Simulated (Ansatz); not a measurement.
Program: Ansatz. Geometries: PBE0-D4/def2-TZVP. ΔE: electronic, gas phase. CCSD(T)/CBS is the MP2 limit (def2-TZVPP, def2-QZVPP) plus CCSD(T) − MP2 in def2-TZVPP, frozen cores. DFT in def2-TZVPP. Elements past krypton have def2 core potentials. For In, Se outer-core shells are correlated without core-valence functions, which leaves a few kJ/mol of doubt a bond. Scalar relativity is left out up to krypton. One conformer a species, not always the lowest.

`[Cl][InH][SeH]` + `CCNC` → `CC[N](C)[InH][Cl]` + H₂Se  (ligand exchange at the In–Se bond)

`[Cl][InH][SeH]`:

```xyz
5

Cl    2.061   -1.765    0.097
In    0.111   -0.514    0.345
Se    0.093    1.422   -1.213
H    -1.045   -1.006    1.493
H    -1.220    1.864   -0.721
```

`CCNC`:

```xyz
13

C     0.110   -1.849   -0.183
C    -0.320   -0.481    0.301
N     0.518    0.559   -0.257
C     0.106    1.888    0.130
H     1.155   -2.036    0.072
H    -0.504   -2.633    0.264
H     0.009   -1.931   -1.270
H    -0.231   -0.431    1.393
H    -1.390   -0.325    0.074
H     0.523    0.480   -1.267
H     0.735    2.631   -0.364
H    -0.948    2.118   -0.102
H     0.237    2.011    1.209
```

`CC[N](C)[InH][Cl]`:

```xyz
15

C    -0.899   -0.565    1.642
C     0.423   -0.528    0.887
N     0.358    0.112   -0.408
C    -0.374   -0.622   -1.411
In    1.156    1.910   -0.746
Cl    0.749    2.559   -2.958
H    -0.773   -1.058    2.610
H    -1.270    0.448    1.819
H    -1.664   -1.114    1.090
H     0.793   -1.559    0.763
H     1.167   -0.014    1.504
H    -1.440   -0.728   -1.168
H    -0.310   -0.118   -2.377
H     0.037   -1.635   -1.533
H     2.048    2.912    0.287
```

H₂Se:

Cartesian coordinates in Å:
```
Se 0.228 0.549 0.340
H 0.778 -0.780 0.048
H -1.005 0.231 -0.388
```

| level | ΔE (eV) |
| --- | --- |
| r2SCAN-D4 | 1.07 |
| PBE0 | 1.18 |
| CCSD/def2-TZVPP | 1.01 |
| MP2/def2-QZVPP | 0.96 |

(1) What does CCSD(T)/CBS give? (Best estimate.)

Largest T1 diagnostic among the species: 0.015.

Answers

(1) Computed: +0.97 eV. The listed levels differ from it by 0.10, 0.21, 0.04, -0.01 eV.

The D4 term adds −0.11 eV with B3LYP and −0.06 eV with PBE0; it sums over pairs of atoms, weighted by their polarisabilities, and B3LYP, whose exchange is more repulsive, gets the larger term. In def2-TZVPP, CCSD(T) changes the Hartree–Fock value by −0.38 eV (the triples alone add −0.05 eV) and MP2 by −0.38 eV.

B3LYP here is the variant with VWN-RPA as its local correlation; programs differ in this.
